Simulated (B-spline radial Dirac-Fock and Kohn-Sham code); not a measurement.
Rh²¹⁺: eigenvalues, ΔSCF and the reference

System: Rh²¹⁺ in the configuration [Ar] 3d6.

The density-functional columns are spherical, spin-unpolarised Dirac-Kohn-Sham results without Breit or QED terms: −ε is minus the orbital energy of the initial state and ΔSCF the difference of two total energies. The reference in the last column comes from ΔSCF Dirac-Fock with Breit, self-energy and vacuum polarisation, finite nucleus, configuration average. All numbers are from a radial B-spline solver, in eV; a selection of levels is shown. The Kohn-Sham columns are given as differences from the reference. For the 1s level of heavy atoms much of the gap between ΔSCF and the reference is the Breit and QED part, -68.4 eV here; for other levels the error of the functional can be larger.

```csv
level,LDA −ε − DF,LDA ΔSCF − DF,Dirac-Fock
1s,-255.2,+61.1,23991.2
2s,-110.5,-40.9,4173.0
2p1/2,-85.2,-2.5,3906.4
2p3/2,-86.8,-7.4,3762.8
3s,-50.9,-21.1,1292.7
3p1/2,-37.9,-7.2,1187.1
3p3/2,-37.9,-7.9,1158.6
3d,-31.3,+1.5,991.0
```

Values without a named source are computed, but for edge energies of neutral atoms, which are taken from tables.
